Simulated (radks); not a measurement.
The zinc ion Zn2+, 28 electrons, occupied as [Ar] 3d10.

Calculated with a radial shooting solver on a logarithmic mesh with Libxc functionals: scalar-relativistic Kohn-Sham, r2SCAN, spin-polarised, spherical densities, finite nucleus; meta-GGA in the generalised Kohn-Sham scheme; Fermi nuclear charge, rms radius 3.9283 fm.

Energy parts (hartree):
| part | energy |
|---|---|
| total | -1795.27129 |
| kinetic | 1823.92666 |
| electron-nucleus | -4305.21620 |
| Hartree | 757.40264 |
| exchange-correlation | -71.38439 |

Orbitals (lengths in bohr, moments of r in powers of bohr; r(max) is where P^2 peaks; r(90%) holds 90 % of the orbital's charge):
| orbital | occ. | eigenvalue (hartree) | <1/r> | r(90%) | r(max) | <r^2> |
|---|---|---|---|---|---|---|
| 1s | 2 | -351.8813 | 30.22 | 0.0899 | 0.03291 | 0.003407 |
| 2s | 2 | -43.71846 | 6.603 | 0.349 | 0.1891 | 0.06019 |
| 2p | 6 | -37.92762 | 6.463 | 0.324 | 0.1522 | 0.04817 |
| 3s | 2 | -5.66923 | 2.086 | 1.02 | 0.5880 | 0.5361 |
| 3p | 6 | -3.92639 | 1.928 | 1.10 | 0.5931 | 0.6016 |
| 3d | 10 | -1.14068 | 1.533 | 1.52 | 0.5701 | 1.003 |

The highest occupied level is 3d at -31.039 eV. The density falls to 0.001 e/bohr^3 at r = 2.86 bohr. Summed over all electrons, <r^2> = 15.13 bohr^2, which gives a Langevin (diamagnetic) susceptibility term of -12 x 10^-6 cm^3/mol.

Run on one thread of a shared host, so times are rough (Intel(R) Xeon(R) Platinum 8559C): 0.13 s of CPU time, 0.13 s wall, 14 iterations on 2189 mesh points.
